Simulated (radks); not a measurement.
The numbers below are computed, except where a source is named.
Question: These are the eigenvalues of the occupied orbitals of an atom or ion with whole-number occupations (eV). Level of theory: scalar-relativistic Kohn-Sham, PBE, spin-polarised, spherical densities, point nucleus (a radial shooting solver on a logarithmic mesh with Libxc functionals).

orbital  eigenvalue
1s up     -55515.04
1s down   -55515.04
2s up     -9297.313
2s down   -9297.285
2p up     -8237.455
2p down   -8237.435
3s up     -2087.847
3s down   -2086.629
3p up     -1764.031
3p down   -1762.815
3d up     -1353.342
3d down   -1352.415
4s up     -424.7594
4s down   -422.1203
4p up     -318.2236
4p down   -315.6189
4d up     -174.3930
4d down   -171.8263
5s up      -65.2526
5s down    -63.9702
5p up      -40.5053
5p down    -39.5872
4f up      -18.2741
4f down    -16.0406

Which element is it, and in what charge state? The configuration may be excited. Open shells, if any, are filled with parallel spins first.

Answer: Z = 67, holmium, charge +2: Ho2+ in [Xe] 4f11. The list shows which subshells hold electrons but not how many an open one holds; the 1s level, -2040.1 hartree, gives Z - s = 63.9 by -(Z - s)^2/2, which with screening and relativity narrows Z to a few neighbours, and the depths of the outer levels then fix element, charge and occupations together.
